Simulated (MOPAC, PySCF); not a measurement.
C₆H₁₅Ga, SMILES `C[CH2][Ga]([CH2]C)[CH2]C`, neutral singlet in the gas phase. 

Z-matrix (Å, degrees):
```
Ga
C 1 1.9989
H 2 1.1139 1 106.96
H 2 1.1141 3 104.19 1 -112.87
C 2 1.5328 3 111.06 4 -119.52
H 5 1.1103 2 111.82 3 -62.65
H 5 1.1103 6 106.39 2 122.39
H 5 1.1118 6 106.84 7 113.90
C 1 1.9991 2 120.01 3 -54.43
H 9 1.1138 1 107.06 2 127.15
H 9 1.1143 10 104.18 1 -112.76
C 9 1.5328 10 111.08 11 -119.46
H 12 1.1103 9 111.81 10 -62.56
H 12 1.1103 13 106.39 9 122.39
H 12 1.1118 13 106.84 14 113.90
C 1 1.9993 2 119.97 3 125.97
H 16 1.1138 1 107.14 2 -52.54
H 16 1.1143 17 104.18 1 -112.82
C 16 1.5328 17 111.10 18 -119.49
H 19 1.1103 16 111.82 17 -62.55
H 19 1.1103 20 106.39 16 122.40
H 19 1.1118 20 106.83 21 113.90
```
Charge 0, spin multiplicity 1.

All levels are single points at this geometry (PBE-D3(BJ)/def2-SVP); Pople sets use spherical d functions. Orbital energies aren't observables, and empty levels follow the basis.

```json
[
 {"level": "PBE-D3(BJ)/def2-TZVP in PySCF", "HOMO (eV)": "-5.66", "LUMO (eV)": "-1.37", "gap (eV)": "4.28", "dipole (D)": "0.02", "vertical IE, Delta-SCF (eV)": "–"},
 {"level": "B3LYP/3-21G in PySCF", "HOMO (eV)": "-6.33", "LUMO (eV)": "-0.53", "gap (eV)": "5.81", "dipole (D)": "0.02", "vertical IE, Delta-SCF (eV)": "–"},
 {"level": "B3LYP/6-311+G** (LANL2DZ on Ga) in PySCF", "HOMO (eV)": "-6.70", "LUMO (eV)": "-0.75", "gap (eV)": "5.95", "dipole (D)": "0.02", "vertical IE, Delta-SCF (eV)": "–"},
 {"level": "BP86/6-31G* in PySCF", "HOMO (eV)": "-5.54", "LUMO (eV)": "-1.28", "gap (eV)": "4.26", "dipole (D)": "0.02", "vertical IE, Delta-SCF (eV)": "–"},
 {"level": "M06-2X/6-31G* in PySCF", "HOMO (eV)": "-7.84", "LUMO (eV)": "-0.11", "gap (eV)": "7.73", "dipole (D)": "0.02", "vertical IE, Delta-SCF (eV)": "–"},
 {"level": "PBE/6-31G* in PySCF", "HOMO (eV)": "-5.43", "LUMO (eV)": "-1.21", "gap (eV)": "4.23", "dipole (D)": "0.02", "vertical IE, Delta-SCF (eV)": "–"},
 {"level": "HF/3-21G in PySCF", "HOMO (eV)": "-9.51", "LUMO (eV)": "2.37", "gap (eV)": "11.88", "dipole (D)": "0.02", "vertical IE, Delta-SCF (eV)": "–"},
 {"level": "HF/6-31G* in PySCF", "HOMO (eV)": "-9.60", "LUMO (eV)": "2.18", "gap (eV)": "11.77", "dipole (D)": "0.02", "vertical IE, Delta-SCF (eV)": "8.15"},
 {"level": "PM7 in MOPAC", "HOMO (eV)": "-9.68", "LUMO (eV)": "1.31", "gap (eV)": "10.99", "dipole (D)": "0.02", "vertical IE, Delta-SCF (eV)": "–"}
]
```
